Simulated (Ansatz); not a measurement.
A nudged elastic band was laid between two geometries of CH₇AlOSe (11 atoms, charge 0, multiplicity 1).

Theory: Ansatz, RKS PBE-D4/def2-SVP.

```json
{"movable images": "4", "climbing image": "no", "spring": "5.0 eV/Å²", "optimiser": "quadratic models (default)", "start path": "through a guess of the saddle point", "force threshold": "0.03 eV/Å", "iteration limit": "60", "end points": "relaxed"}
```

Image 0:

```xyz
11
Properties=species:S:1:pos:R:3
Al -0.192 0.763 0.063
H 1.027 1.723 0.506
C -0.231 -0.194 -1.657
O -1.748 1.029 0.801
H 1.282 -0.769 2.610
Se 0.594 -1.484 1.504
H 0.753 -0.620 -1.949
H -0.529 0.501 -2.472
H -0.974 -1.020 -1.655
H -1.862 1.724 1.468
H 1.880 -1.653 0.780
```

Image 5:

```xyz
11
Properties=species:S:1:pos:R:3
Al -0.523 -0.102 0.369
H 1.433 1.604 0.472
C -0.085 -0.175 -1.530
O -1.676 1.074 0.874
H 1.614 1.019 0.946
Se 0.251 -1.658 1.955
H 0.940 -0.553 -1.721
H -0.176 0.835 -1.980
H -0.793 -0.841 -2.067
H -2.051 1.139 1.765
H 1.066 -2.341 0.917
```

Task: What changes between the two ends?

Result: Bonds broken: Al1–H2, H5–Se6. Bonds formed: H2–H5. CH7AlOSe becomes CH5AlOSe + H2.

Task: What energy profile does the band end with?

Result: The run converged. The highest image is number 2 of 0 to 5, 0.118 eV above the first end and 0.795 eV above the last; the last end lies 0.677 eV below the first. No image climbed, so the highest image needn't sit at the top of the path. A band with more images between the same ends climbed to 0.25 eV, so this one has probably stepped over the top. The orbitals stay closed-shell, which can raise the energy where a bond breaks towards radicals; this wasn't checked here.

```tsv
image	path coordinate (Å)	energy (eV)	Al1–H2 (Å)	H5–Se6 (Å)	H2–H5 (Å)
0	0.00	0.000	1.61	1.49	3.27
1	0.87	0.011	1.61	1.48	3.06
2	1.74	0.118	1.63	1.50	2.03
3	2.62	0.088	1.86	2.00	0.99
4	3.49	-0.597	2.37	2.73	0.78
5	4.36	-0.677	2.60	3.17	0.77
```

Task: What is the geometry of the highest image?

Result: 
```xyz
11
Properties=species:S:1:pos:R:3:forces:R:3
Al -0.268 0.677 0.181 0.02 0.08 -0.02
H 0.978 1.547 0.759 -0.04 0.06 -0.04
C -0.160 -0.198 -1.572 -0.01 0.01 0.00
O -1.846 1.028 0.812 -0.04 -0.03 -0.01
H 1.543 -0.169 1.690 0.06 -0.13 0.08
Se 0.730 -1.425 1.787 0.01 0.01 0.00
H 0.856 -0.585 -1.796 -0.01 0.00 0.00
H -0.412 0.531 -2.372 0.00 -0.01 -0.01
H -0.878 -1.039 -1.658 -0.01 0.00 0.00
H -1.989 1.648 1.543 0.01 0.01 -0.01
H 1.445 -2.016 0.627 0.01 0.01 0.00
```

The band took 21 iterations and of the order of 6 core-minutes.

Time of the run: 3 min on 2 threads of Arm Neoverse V2, with other jobs on the host, peak memory 0.15 GiB.
